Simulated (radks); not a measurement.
Trend from C to Pb: ionisation energy by Delta-SCF between NIST ground configurations, and size. Method: scalar-relativistic Kohn-Sham, LDA (Slater exchange, Perdew-Wang correlation), spin-polarised, spherical densities, point nucleus; open shells are filled with parallel spins first (spin-orbit coupling, left out, can overturn this in heavy ions); computed with a radial shooting solver on a logarithmic mesh with Libxc functionals.

species      configuration  IE (eV)  NIST (eV)  kind  outermost  <r> outermost (bohr)  r at 0.001 e/bohr^3 (bohr)
C             [He] 2s2 2p2   11.759     11.260  exp.         2p                  1.74                        3.65
Si            [Ne] 3s2 3p2    8.258      8.152  exp.         3p                  2.74                        4.43
Ge       [Ar] 3d10 4s2 4p2    8.033      7.899  exp.         4p                  2.84                        4.44
Sn       [Kr] 4d10 5s2 5p2    7.436      7.344  exp.         5p                  3.18                        4.71
Pb                [Hg] 6p2    7.154      7.417  exp.         6p                  3.31                        4.74

Reference values: NIST Atomic Spectra Database (measured). Open shells are spherical and high-spin; term and fine-structure splittings are not resolved. Spin-orbit splitting is averaged out at the scalar-relativistic level.
